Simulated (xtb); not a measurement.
H3OSi, doublet, geometry from GFN2-xTB, atoms displaced at random by about 0.02 Å a coordinate. Base run: xtb 6.7.1 with GFN2-xTB.

Here is a job for xtb.
```
$ xtb mol.xyz --gfn 2 --uhf 1 --opt --json

# file mol.xyz
5

O      1.08292298    -0.06850299    -0.17648683
Si    -0.40167370     0.05567085     0.01471136
H     -1.07982728     1.38330927    -0.10611674
H     -0.88586440    -0.64122790     1.32510191
H     -1.13702895    -0.99027858    -0.74188400
```

Variants of this job, named by their change:

| change | ΔE vs base (kJ/mol) | optimiser steps |
|---|---|---|
| base | 0.00 | 6 |
| opt level = vtight | 0.00 | 8 |
| engine = lbfgs | 0.00 | - |
| opt level = crude | 0.09 | 3 |
| opt level = extreme | 0.00 | 10 |
| opt level = loose | 0.02 | 4 |
| opt level = lax | 0.00 | 5 |
| engine = inertial | 0.04 | - |
| opt level = tight | 0.00 | 7 |
| alpb = benzene | -6.55 | 5 |
